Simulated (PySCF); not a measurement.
[CrF5]2-: what the settings change

[CrF5]2- holds Cr(III), d3, at total charge -2. The structure is a PBE0-D3(BJ)/def2-TZVP, IEF-PCM water geometry optimised for multiplicity 4; coordination square pyramidal, point group C4v, metal–donor distances 1.83–1.89 Å.

```
6

Cr    0.0000    0.0000    0.0000
F     1.8686    0.0000   -0.2651
F    -1.8686    0.0000   -0.2651
F     0.0000    0.0000    1.8324
F     0.0000   -1.8686   -0.2651
F     0.0000    1.8686   -0.2651
```

Method (PySCF 2.14, density fitting): CASSCF(3,5) with orbitals averaged over all microstates of the shell, strongly contracted NEVPT2 on the averaged canonical orbitals; basis x2c-TZVPall on the metal, x2c-SVPall elsewhere; spin-free X2C; IEF-PCM water; spin-orbit coupling by state interaction with the mean-field operator over all roots.

Base run: NEVPT2 ground state 4B1, next 4E at 9341, then 4A2 at 15458 cm⁻¹, B(CASSCF) 1040, ζ 254 cm⁻¹, D 1.05 cm⁻¹, g 1.943 1.943 1.969, μeff(300 K) 3.82 μB.

Q: What happens with the basis x2c-TZVPall on all atoms?

A: NEVPT2 ground state 4B1, next 4E at 9230, then 4A2 at 15291 cm⁻¹, B(CASSCF) 1039, ζ 254 cm⁻¹, D 1.05 cm⁻¹, g 1.942 1.942 1.968, μeff(300 K) 3.82 μB. It took 21 s against 7.6 s on a shared host of the same kind.

Q: What happens with orbitals averaged over the highest spin alone?

A: NEVPT2 ground state 4B1, next 4E at 9322, then 4A2 at 15483 cm⁻¹, B(CASSCF) 1060, ζ 260 cm⁻¹, D 1.10 cm⁻¹, g 1.940 1.940 1.968, μeff(300 K) 3.82 μB.

No frequencies were computed for the optimised geometry. NEVPT2 on the d shell alone tends to put d–d bands too high for such charged or covalently bound ions.
